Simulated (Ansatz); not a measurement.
`C[O][Sn]([OH])([O]C)[O]C`, charge 0, multiplicity 1.

(1) Give a relaxed structure at PBE0-D4/def2-TZVP (Ansatz 0.2.0). (An estimate is asked.)

Results:

(1) Ansatz gave: 
Z-matrix (Å, degrees):
```
C
O 1 1.414
H 1 1.095 2 112.6
H 1 1.097 2 111.7 3 -122.2
H 1 1.093 2 107.6 3 119.4
Sn 2 1.942 1 121.2 3 46.3
O 6 1.943 2 115.3 1 90.8
O 6 1.949 2 105.6 1 -28.8
O 6 1.937 2 108.0 1 -151.5
C 7 1.411 6 119.7 2 -64.3
C 8 1.412 6 120.5 2 -180.0
H 9 0.961 6 111.5 2 14.7
H 10 1.093 7 107.7 6 -169.8
H 10 1.097 7 112.7 6 -50.8
H 10 1.097 7 112.0 6 71.7
H 11 1.093 8 107.8 6 -173.7
H 11 1.096 8 112.0 6 67.4
H 11 1.097 8 112.5 6 -54.8
```
This is one stationary point; other conformers may exist.
